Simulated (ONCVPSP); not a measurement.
# Before and after: ONCV potential for tellurium

ONCVPSP 4.0.1 input, shortened (lines: element, Z, core and valence counts, functional; n l f; lmax; l rc ep ncon nbas qcut; lloc lpopt rc5 dvloc0; l nproj debl; icmod fcfact rcfact), LDA (Perdew-Wang 92), non-relativistic:

```
  Te 52.00    6    5  -001012      upf
    1    0    2.00
    2    0    2.00
    2    1    6.00
    3    0    2.00
    3    1    6.00
    3    2   10.00
    4    0    2.00
    4    1    6.00
    4    2   10.00
    5    0    2.00
    5    1    4.00
    2
    0    1.50    0.00    3    7    6.20
    1    1.50    0.00    4    8    8.80
    2    1.05    0.00    4    8    8.80
    4    5    1.00    0.00
    0    2    0.90
    1    2    0.70
    2    2    1.90
    1    0.45    0.00
```

Change: scalar-relativistic.

Cutoffs: the cutoffs (Ha) at which the residual kinetic energy of the hardest occupied pseudo-wave falls to 1 and 0.1 mHa per electron; they do not see the model core or the augmentation charge, which bear on the density cutoff. Errors are all-electron minus pseudo energies relative to the spin-unpolarised reference configuration.

Problem. What does the change do?

Solution. The potential gets neither clearly harder nor softer (118 Ha and 207 Ha → 117 Ha and 207 Ha); of the 4 tests that both files solve, the error grows in 3 and shrinks in 1 by more than 15 % and 0.3 meV (median size 0.5 → 9.4 meV); neither file shows a bound ghost.

| quantity | base | changed |
| --- | --- | --- |
| cutoff, loose | 118 Ha | 117 Ha |
| cutoff, tight | 207 Ha | 207 Ha |
| loose cutoff by channel | s 13 Ha, p 27 Ha, d 118 Ha | s 14 Ha, p 28 Ha, d 117 Ha |
| bound ghosts | none | none |
| GHOST(+) flags under 300 eV | none | s at 165.6 eV |
| error for 4s2 4p6 4d10 5s2 5p3, meV [ΔE 9.94 → 9.91 eV] | 0.0 | -2.3 |
| error for 4s2 4p6 4d10 5s2 5p2, meV [ΔE 28.08 eV] | +0.3 | -6.6 |
| error for 4s2 4p6 4d10 5s2 5p1, meV [ΔE 55.20 → 55.31 eV] | +0.8 | -13 |
| error for 4s2 4p6 4d9 5s2 5p5, meV [ΔE 40.28 → 38.16 eV] | +25 | +12 |
| s: phases at 1.52 bohr within 0.05 rad from the reference energy up to (Ha; the scan ends near 5) | 4.0 | 4.4 |
| p: phases at 1.52 bohr within 0.05 rad from the reference energy up to (Ha; the scan ends near 5) | to the end of the scan | to the end of the scan |
| d: phases at 1.07 bohr within 0.05 rad from the reference energy up to (Ha; the scan ends near 5) | to the end of the scan | to the end of the scan |
| rms error of d²Exc/dni dnj with the model core, mHa | 1.47 | 1.56 |
